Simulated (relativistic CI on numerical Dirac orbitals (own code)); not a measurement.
Crystal-field levels of W²⁺, 5d4

Calculated by Dirac-Coulomb-Breit CI, separate exchange-only KLI orbitals for each configuration, a model potential for QED, valence Slater integrals scaled by 0.7, one configuration in a parametric crystal field (own radial code).

Field parameters in Wybourne normalisation: Td as Oh with Dq negative (B⁴₀ = 21Dq, B⁴₄ = √(5/14) B⁴₀). The field is a parameter set, without covalency.

S and J are read from ⟨S²⟩ = S(S + 1) and ⟨J²⟩ = J(J + 1) of each level; they are not fictitious spins.

Td, 10Dq = -2450 cm⁻¹, the lowest 10 levels:

```
E (cm⁻¹)  Degeneracy  Irrep     S     J
     0.0           1     A1  1.80  0.57
    1520           3     T1  1.91  1.28
    2852           3     T2  1.95  2.15
    3513           2      E  1.96  2.32
    4319           3     T1  1.95  3.06
    4981           3     T2  1.93  3.36
    6403           1     A2  1.92  3.00
    6754           3     T2  1.88  3.61
    6869           2      E  1.84  3.81
    6954           3     T1  1.83  3.87
```

Td, 10Dq = -4400 cm⁻¹, the lowest 16 levels:

| E (cm⁻¹) | Degeneracy | Irrep | S | J |
| --- | --- | --- | --- | --- |
| 0.0 | 1 | A1 | 1.74 | 1.18 |
| 1618 | 3 | T1 | 1.89 | 1.60 |
| 2795 | 3 | T2 | 1.94 | 2.24 |
| 3739 | 2 | E | 1.95 | 2.65 |
| 4296 | 3 | T1 | 1.94 | 3.12 |
| 5080 | 3 | T2 | 1.92 | 3.57 |
| 6895 | 1 | A1 | 1.15 | 3.44 |
| 7990 | 1 | A2 | 1.83 | 3.03 |
| 8007 | 2 | E | 1.67 | 3.61 |
| 8169 | 3 | T1 | 1.73 | 3.79 |
| 8211 | 3 | T2 | 1.85 | 3.38 |
| 8666 | 1 | A1 | 1.77 | 3.67 |
| 10209 | 2 | E | 1.26 | 3.68 |
| 10423 | 3 | T1 | 1.06 | 3.76 |
| 10787 | 3 | T2 | 1.05 | 3.73 |
| 11308 | 1 | A2 | 1.16 | 3.40 |

Td, 10Dq = -6400 cm⁻¹, the lowest 10 levels:

```tsv
E (cm⁻¹)	Degeneracy	Irrep	S	J
0.0	1	A1	1.59	1.86
1950	3	T1	1.86	1.88
3090	3	T2	1.92	2.32
4200	2	E	1.93	2.88
4651	3	T1	1.93	3.18
5474	3	T2	1.90	3.66
5518	1	A1	1.14	3.48
8335	2	E	1.11	3.57
9165	1	A2	1.33	3.28
9355	3	T1	1.22	4.07
```

Td, 10Dq = -8350 cm⁻¹, the lowest 16 levels:

```tsv
E (cm⁻¹)	Degeneracy	Irrep	S	J
0.0	1	A1	1.31	2.68
2727	3	T1	1.80	2.15
3929	3	T2	1.88	2.43
4754	1	A1	1.30	3.37
5154	2	E	1.89	3.07
5573	3	T1	1.90	3.25
6395	3	T2	1.85	3.72
8070	2	E	1.03	3.54
9219	1	A2	1.04	3.48
9264	3	T1	1.19	3.51
9392	3	T2	1.17	3.73
10011	3	T1	0.95	4.41
10783	1	A1	1.00	3.75
11030	3	T2	1.22	4.21
12645	3	T1	1.27	4.30
12762	2	E	1.40	4.07
```

Td, 10Dq = -10300 cm⁻¹, the lowest 10 levels:

```csv
E (cm⁻¹),Degeneracy,Irrep,S,J
0.0,1,A1,0.92,3.45
4164,3,T1,1.69,2.44
5175,1,A1,1.44,3.11
5501,3,T2,1.79,2.63
6804,2,E,1.78,3.33
7279,3,T1,1.82,3.37
8035,3,T2,1.74,3.77
8512,2,E,1.15,3.41
9677,1,A2,1.00,3.54
9921,3,T1,1.33,3.38
```

Levels of this model without a field, named by their leading LS term (the scale mimics covalency, so terms lie below those of the real free ion): 5D_0 0, 5D_1 1515, 5D_2 3194, 5D_3 4768, 5D_4 6158, 3P_0 10788, 3H_4 11632, 3G_3 14129 cm⁻¹.
